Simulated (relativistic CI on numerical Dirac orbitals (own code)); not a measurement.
# Radial parameters of Xe18+

Calculated at this level of theory: Dirac-Coulomb-Breit CI, orbitals from a KLI potential per configuration, QED by a radiative potential, unscaled Slater integrals (own radial code, finite nucleus).

Slater integrals F^k, G^k are unscaled and averaged over j, outside the closed core [Ar] 3d10; ζ comes from projecting the Hamiltonian with its Breit term on Σ l·s of the shell.

- 4s²4p⁵4d: ζ(4p) = 82539, F^2(4p,4d) = 145100, G^1(4p,4d) = 183080, G^3(4p,4d) = 116290, ζ(4d) = 9367.9 cm⁻¹; <r>(4p) = 0.688, <r^2>(4p) = 0.5342, <r>(4d) = 0.718, <r^2>(4d) = 0.5882 (bohr units).
- 4s4p⁶4d: G^2(4s,4d) = 143470, ζ(4d) = 9443.9 cm⁻¹; <r>(4s) = 0.6636, <r^2>(4s) = 0.4943, <r>(4d) = 0.7183, <r^2>(4d) = 0.5886 (bohr units).
- 4s²4p⁵4f: ζ(4p) = 82436, F^2(4p,4f) = 143860, G^2(4p,4f) = 125480, G^4(4p,4f) = 89261, ζ(4f) = 782.28 cm⁻¹; <r>(4p) = 0.6881, <r^2>(4p) = 0.5344, <r>(4f) = 0.7321, <r^2>(4f) = 0.6117 (bohr units).

Averages of the first 10 configurations, taken without configuration mixing, which lowers the lowest level and can move excited configurations by several eV; other configurations of the list can lie among them:

```
Configuration  Parity  States  Average energy above the lowest level (eV)
       4s²4p⁶    even       1                                         0.2
     4s²4p⁵4d     odd      60                                        92.1
      4s4p⁶4d    even      20                                       162.2
     4s²4p⁵4f    even      84                                       194.4
      4s4p⁶4f     odd      28                                       264.7
     4s²4p⁵5s     odd      12                                       229.0
     4s²4p⁵5p    even      36                                       255.2
       4p⁶4d²    even      45                                       327.1
       4p⁵4d³     odd     720                                       417.0
     4p⁵4d²4f    even    3780                                       516.7
```
